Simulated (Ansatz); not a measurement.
Cost and result for the atomization energy of BrFH₃NSi₂ (8 atoms, 7 bonds).

Z-matrix (Å, degrees):
```
Si
N 1 1.733
Br 1 2.224 2 111.6
H 1 1.473 2 110.0 3 119.3
H 1 1.480 2 108.7 3 -117.2
Si 2 1.724 1 131.4 3 -88.6
H 2 1.014 1 114.7 3 87.9
F 6 1.618 2 98.9 1 -0.4
```

The species carries charge 0 and has multiplicity 1. Correlated methods include outer-core shells of Br, which these sets cover unevenly. Scalar relativity is left out up to krypton. The bonds changed during the relaxation, so this is another structure than the one it started from. The geometry is a stationary point of PBE0-D4/def2-TZVP. Program: Ansatz. All runs use 4 threads of an Arm Neoverse V2 on a shared host. Times are those of one run each, without the atoms' runs, and a repeat can differ threefold. Electronic energies, without spin–orbit coupling; frozen cores. CCSD(T)/CBS adds CCSD(T) − MP2 in def2-TZVPP to the MP2 limit, and its time is that of the two runs behind it. T1 = 0.011. With those shells the extrapolation isn't a true limit. B3LYP takes the VWN-RPA correlation (the form of Gaussian; ORCA's B3LYP/G). HSE06 is the plane-wave form, built on full-range PBE exchange.

CCSD(T)/CBS is a level of theory with its own doubt, some kJ/mol a heavy atom from the limit and from the frozen cores, so smaller differences don't rank the functionals.

```tsv
level	functions	wall time
LDA (SPW92)/def2-TZVPP	236	1.1 s
revPBE-D4/def2-TZVPP	236	1.8 s
PBE0-D4/def2-TZVPP	236	2.9 s
HSE06-D4/def2-TZVPP	236	3.1 s
CAM-B3LYP-D4/def2-TZVPP	236	3.4 s
B3LYP-D4/def2-TZVPP (with forces)	236	4.2 s
r2SCAN-D4/def2-TZVPP (with forces)	236	4.4 s
CCSD(T)/def2-SVP	111	5 s
PBE-QIDH/def2-TZVPP	236	5.5 s
ωB97X-V/def2-TZVPP	236	7 s
MP2/def2-QZVPP	433	17 s
CCSD(T)/def2-TZVPP	236	2.2 min
CCSD(T)/CBS(def2)	–	2.5 min
```

Q: What atomization energy does each give, and how far from CCSD(T)/CBS? (An estimate is asked.)

A: Ansatz gave: 
| level | atomization (kcal/mol) | difference from CCSD(T)/CBS | per bond |
| --- | --- | --- | --- |
| LDA (SPW92)/def2-TZVPP | 754.8 | 89.1 | 12.7 |
| revPBE-D4/def2-TZVPP | 651.4 | -14.3 | -2.0 |
| PBE0-D4/def2-TZVPP | 654.8 | -10.9 | -1.6 |
| HSE06-D4/def2-TZVPP | 655.3 | -10.4 | -1.5 |
| CAM-B3LYP-D4/def2-TZVPP | 663.8 | -1.9 | -0.3 |
| B3LYP-D4/def2-TZVPP (with forces) | 660.2 | -5.5 | -0.8 |
| r2SCAN-D4/def2-TZVPP (with forces) | 659.6 | -6.1 | -0.9 |
| CCSD(T)/def2-SVP | 600.7 | -65.0 | -9.3 |
| PBE-QIDH/def2-TZVPP | 651.8 | -13.9 | -2.0 |
| ωB97X-V/def2-TZVPP | 666.5 | 0.8 | 0.1 |
| MP2/def2-QZVPP | 671.8 | 6.1 | 0.9 |
| CCSD(T)/def2-TZVPP | 640.4 | -25.3 | -3.6 |
| CCSD(T)/CBS(def2) | 665.7 | 0.0 | 0.0 |

From PBE to PBE0 (25 % exact exchange), in def2-TZVPP and without D4, the atomization energy moves by −13.1 kcal/mol: exact exchange takes away binding that semilocal exchange gives to molecules. The D4 term adds +9.5 kcal/mol with B3LYP and +5.0 kcal/mol with PBE0; it sums over pairs of atoms, weighted by their polarisabilities, and B3LYP, whose exchange is more repulsive, gets the larger term. At CCSD(T), def2-SVP lies −65.0 kcal/mol from the extrapolated value and def2-TZVPP −25.3 kcal/mol: correlation converges slowly with the basis, and small sets miss more of it in the bonded molecule than in its fragments.
